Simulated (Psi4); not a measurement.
Psi4 input (wB97X-D/6-311+G**):

```
memory 1500 MB

molecule {
-1 1
C     1.73891800   -0.08966400   -0.57283200
Si   -0.00067100    0.04779500    0.20006400
C    -0.92217800    1.27743500   -0.96908500
C    -0.84339300   -1.62293800   -0.27593100
N     0.14166100    0.43413500    1.80045600
H     2.27501700    0.85788100   -0.46596500
H     2.32162000   -0.85774900   -0.05595000
H     1.70246700   -0.34512700   -1.63762600
H    -0.90512400    0.96367100   -2.02056700
H    -0.46838200    2.27125900   -0.90215500
H    -1.97132300    1.37708100   -0.66861800
H    -0.82957000   -1.81771500   -1.35584900
H    -1.88964400   -1.62980400    0.04999100
H    -0.34001100   -2.45451200    0.22724800
H    -0.71736500    0.53794900    2.33248400
symmetry c1
no_reorient
no_com
}

set {
  basis 6-311+G**
  reference rks
  scf_type df
  df_basis_scf def2-universal-jkfit
  dft_radial_points 99
  dft_spherical_points 590
  e_convergence 1e-8
  d_convergence 1e-7
  maxiter 150
}

e = energy('wb97x-d')
print_out(f'\nFINAL {e:.10f} DIPOLE {variable("CURRENT DIPOLE")[0]:.6f} {variable("CURRENT DIPOLE")[1]:.6f} {variable("CURRENT DIPOLE")[2]:.6f}\n')
```

From the output:

```
      95A      1.339798    96A      1.354471    97A      1.403363
      98A      1.417232    99A      1.464796   100A      1.559661
     101A      1.677113   102A      1.695797   103A      1.704961
     104A      1.705705   105A      1.709261   106A      1.722628
     107A      1.762661   108A      1.817636   109A      1.821647
     110A      1.833563   111A      1.850946   112A      1.854372
     113A      1.855535   114A      1.866636   115A      1.919399
     116A      1.979079   117A      1.981251   118A      1.988965
     119A      1.990081   120A      1.996184   121A      2.043424
     122A      2.046044   123A      2.060065   124A      2.287373
     125A      2.305743   126A      2.311425   127A      2.318413
     128A      2.412514   129A      2.431913   130A      2.438492
     131A      2.479535   132A      2.480307   133A      2.518908
     134A      2.525730   135A      2.647959   136A      2.684368
     137A      2.698872   138A      2.706768   139A      2.707121
     140A      2.726641   141A      2.748419   142A      2.771717
     143A      2.780272   144A      2.783412   145A      2.800081
     146A      2.828257   147A      2.833811   148A      2.877731
     149A      2.892623   150A      2.895973   151A      2.956897
     152A      2.965360   153A      2.997423   154A      3.107543
     155A      3.170895   156A      3.185764   157A      3.384526
     158A      3.422225   159A      3.509646   160A      3.548749
     161A      3.991575   162A      4.008547   163A      4.010012
     164A      4.024156   165A      4.029034   166A      4.041480
     167A      4.265290   168A      4.387294   169A      4.830769
     170A      6.092410   171A     11.810095   172A     11.822206
     173A     11.966918   174A     24.237027   175A     24.242004
     176A     24.270316   177A     35.872165   178A    141.587000

    Final Occupation by Irrep:
              A
    DOCC [    25 ]
    NA   [    25 ]
    NB   [    25 ]

  @DF-RKS Final Energy:  -464.63292441776213

   => Energetics <=

    Nuclear Repulsion Energy =            237.7347901017764684
    One-Electron Energy =               -1118.3959344848742603
    Two-Electron Energy =                 449.6268788123950912
    DFT Exchange-Correlation Energy =     -33.5919708500058576
    Empirical Dispersion Energy =          -0.0066879970536046
    VV10 Nonlocal Energy =                  0.0000000000000000
    Total Energy =                       -464.6329244177621263

Computation Completed

Properties will be evaluated at   0.000000,   0.000000,   0.000000 [a0]

Properties computed using the SCF density matrix

 Multipole Moments:

 ------------------------------------------------------------------------------------
     Multipole            Electronic (a.u.)      Nuclear  (a.u.)        Total (a.u.)
 ------------------------------------------------------------------------------------

 L = 1.  Multiply by 2.5417464519 to convert [e a0] to [Debye]
 Dipole X            :         -0.5493374           -0.0000000           -0.5493374
 Dipole Y            :         -0.4236353            0.0000132           -0.4236221
 Dipole Z            :         -1.7101181           -0.0000132           -1.7101313
 Magnitude           :                                                    1.8454746

 ------------------------------------------------------------------------------------

FINAL -464.6329244178 DIPOLE -0.549337 -0.423622 -1.710131

*** Psi4 exiting successfully. Buy a developer a beer!
```

The dipole moment of an ion depends on the origin.

The geometry given is a B3LYP-D3(BJ)/def2-TZVP minimum.
